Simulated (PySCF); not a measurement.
## Computed properties of C3H4ClFSi, SMILES C(=C=C([SiH3])Cl)F

C₃H₄ClFSi, SMILES FC=C=C([SiH3])Cl. Geometry: B3LYP-D3(BJ)/def2-SVP. This is a generated structure with no PubChem entry under its InChIKey; it may be hypothetical. The values are those of a single conformer. All values are computed for the isolated molecule unless a solvent is named; none is compared with measurement here.

**Structure.** All 24 harmonic modes at B3LYP-D3(BJ)/def2-SVP (PySCF) are real, so it is a minimum. With heavy atoms numbered as in [F:1][CH:2]=[C:3]=[C:4]([SiH3:5])[Cl:6], the shortest bond between them is C3–C4 at 1.308 Å and the longest C4–Si5 at 1.891 Å.

**Vibrations.** The strongest infrared lines (harmonic, unscaled, degenerate partners summed) lie at 927 cm⁻¹ (319 km/mol, H 84 %, Si 11 %), 1431 cm⁻¹ (121 km/mol, C 70 %, H 26 %), 1079 cm⁻¹ (115 km/mol, C 69 %, F 26 %). The softest mode is at 89 cm⁻¹ and the zero-point energy is 34.7 kcal/mol.

**Electronic structure.** B3LYP/def2-TZVP (PySCF) places the frontier levels at -7.61 and -1.52 eV, a gap of 6.09 eV, and gives a dipole moment of 1.61 D and a mean polarisability of 80.5 bohr³. PBE/def2-TZVP (PySCF) at the same geometry gives -6.61 and -2.26 eV, so its gap is 1.74 eV narrower. An orbital gap is neither the optical nor the fundamental gap.

**Excitations.** TDA-CAM-B3LYP/def2-SVPD (PySCF) has S1 at 4.88 eV (254 nm, f = 0.001, dark); the most intense of the 10 singlets computed lies at 7.24 eV (f = 0.46). T1 (TDA) is at 3.98 eV, 0.90 eV under S1. TDA-PBE/def2-SVPD (PySCF) puts S1 at 4.57 eV. No vertical singlet excitation falls in the visible range (under 3.1 eV).

**NMR.** GIAO shifts at PBE0/pcSseg-1 (PySCF) (non-relativistic, atoms alike by connectivity averaged): ¹³C from 122.8 to 216.4 ppm against TMS; ¹H from 4.6 to 7.8 ppm against TMS; ²⁹Si at -60.8 ppm against TMS; ¹⁹F at -160.6 ppm against CFCl3. Without spin–orbit terms, shifts of atoms bonded to Cl or Br come out too high.

**Solvation.** SMD-PBE0/def2-SVP (PySCF) gives 2.2 kcal/mol in water, -2.3 kcal/mol in ethylethanoate, -2.6 kcal/mol in acetone (1 M in both phases, gas-phase geometry).
